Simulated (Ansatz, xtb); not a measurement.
**C6H2F2O: which of two isomers lies lower**

Structure X is `C#C[C@]1(F)C=C(F)C1=O`, a singlet and structure Y is `C#CC(=C=O)/C(F)=C\F`, a singlet. Both are isolated molecules in the gas phase, relaxed with B3LYP-D3(BJ)/def2-SVP, each in the lowest conformer that the search found.

X (Å):

```xyz
11

C    -3.2767    0.8769   -2.3026
C    -2.3244    0.9370   -1.5578
C    -1.2108    0.9858   -0.6239
C    -0.5018   -0.3235   -0.3106
C    -0.8160   -0.2920    1.0035
C    -1.5747    0.9915    0.9255
F    -0.3440    2.0105   -0.9497
F    -0.5893   -1.1140    1.9977
O    -2.1730    1.7207    1.6527
H    -4.1193    0.8310   -2.9675
H     0.0443   -1.0141   -0.9514
```

Y (Å):

```yaml
atoms:
  - { symbol: C, position_ang: [0.0488, -3.2966, -1.6081] }
  - { symbol: C, position_ang: [0.2004, -2.2677, -0.9826] }
  - { symbol: C, position_ang: [0.3779, -1.0517, -0.2585] }
  - { symbol: C, position_ang: [0.3795, 0.0780, -0.9904] }
  - { symbol: C, position_ang: [0.5485, -1.0424, 1.2030] }
  - { symbol: C, position_ang: [0.7192, 0.0399, 1.9709] }
  - { symbol: F, position_ang: [0.5232, -2.2504, 1.7687] }
  - { symbol: F, position_ang: [0.7410, 1.2491, 1.3755] }
  - { symbol: O, position_ang: [0.3700, 1.0030, -1.6833] }
  - { symbol: H, position_ang: [-0.0848, -4.2113, -2.1538] }
  - { symbol: H, position_ang: [0.8450, 0.0404, 3.0530] }
```

**Question.** Estimate which is lower in electronic energy at CCSD(T)/def2-SVP + ΔMP2/def2-TZVPP, and by roughly how much.

**Answer.** Not settled: CCSD(T)/def2-SVP + ΔMP2/def2-TZVPP gives E(Y) − E(X) = +4.37 kJ/mol, but this leans on the basis-set step: CCSD(T) alone gives −11.89 kJ/mol.

The same difference at several levels:

```json
{"level": "GFN2-xTB", "geometry": "GFN2-xTB", "E(Y) − E(X) (kJ/mol)": "−48.63", "departure from the last row (kJ/mol)": "−53.00", "job, with rough time for the two": "optimisation, 0.14 s"}
{"level": "HF/STO-3G", "geometry": "GFN2-xTB", "E(Y) − E(X) (kJ/mol)": "+46.94", "departure from the last row (kJ/mol)": "+42.57", "job, with rough time for the two": "single point, 0.4 s"}
{"level": "r2SCAN-D4/def2-SVP", "geometry": "GFN2-xTB", "E(Y) − E(X) (kJ/mol)": "−13.62", "departure from the last row (kJ/mol)": "−17.99", "job, with rough time for the two": "single point, 3.5 s"}
{"level": "B3LYP-D3(BJ)/def2-SVP", "geometry": "B3LYP-D3(BJ)/def2-SVP", "E(Y) − E(X) (kJ/mol)": "−23.30", "departure from the last row (kJ/mol)": "−27.66", "job, with rough time for the two": "optimisation, 31 s"}
{"level": "HF/def2-SVP", "geometry": "B3LYP-D3(BJ)/def2-SVP", "E(Y) − E(X) (kJ/mol)": "−16.07", "departure from the last row (kJ/mol)": "−20.44", "job, with rough time for the two": "part of the CCSD(T) run"}
{"level": "MP2/def2-SVP", "geometry": "B3LYP-D3(BJ)/def2-SVP", "E(Y) − E(X) (kJ/mol)": "−13.26", "departure from the last row (kJ/mol)": "−17.63", "job, with rough time for the two": "part of the CCSD(T) run"}
{"level": "CCSD(T)/def2-SVP", "geometry": "B3LYP-D3(BJ)/def2-SVP", "E(Y) − E(X) (kJ/mol)": "−11.89", "departure from the last row (kJ/mol)": "−16.26", "job, with rough time for the two": "single point"}
{"level": "CCSD(T)/def2-SVP + ΔMP2/def2-TZVPP", "geometry": "B3LYP-D3(BJ)/def2-SVP", "E(Y) − E(X) (kJ/mol)": "+4.37", "departure from the last row (kJ/mol)": "", "job, with rough time for the two": "single point, 90 s"}
```

As drawn, Y has 1 C=C in place of 2 C–C. Structure X has a 4-membered ring, Y no ring.

GFN2-xTB, r2SCAN-D4/def2-SVP, B3LYP-D3(BJ)/def2-SVP, HF/def2-SVP, MP2/def2-SVP, CCSD(T)/def2-SVP put the two in the other order. The largest departure from CCSD(T)/def2-SVP + ΔMP2/def2-TZVPP is that of GFN2-xTB, 53.00 kJ/mol. The last row adds to CCSD(T) the change of the MP2 difference between the two basis sets, here +16.26 kJ/mol, a large step that makes the value less sure.

With thermal terms from frequencies at re-optimised GFN2-xTB minima (ideal gas, soft modes damped towards free rotors, one conformer each, 298.15 K, 1 atm): the zero-point term adds −2.33 kJ/mol; ΔH is +4.47 and ΔG −1.09 kJ/mol.

The correlated steps freeze 9 core orbitals. Mirror images aren't counted in ΔG. Programs: Ansatz 0.2.0, xtb 6.7.1; the last row on 4 threads of Arm Neoverse V1 on a shared host.
